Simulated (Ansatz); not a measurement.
A structure relaxed at PBE-D4/def2-TZVP in Ansatz, charge 0, doublet:

Cartesian coordinates in Å:
```
B 0.691 -0.138 -0.275
As 0.247 0.760 1.281
As -0.938 -0.622 -1.006
```

Q: Give its formula and point group.

A: BAs₂. Point group C2v (tolerance 0.1 Å).

Q: Summarise the bond lengths by kind (pairs closer than 1.2 times the sum of covalent radii, bridged metal pairs left out).

A: 2 × As–B 1.85 Å.

The relaxation made no stability test and no search for a lower SCF solution. The structure comes from a short search, and lower isomers may exist.
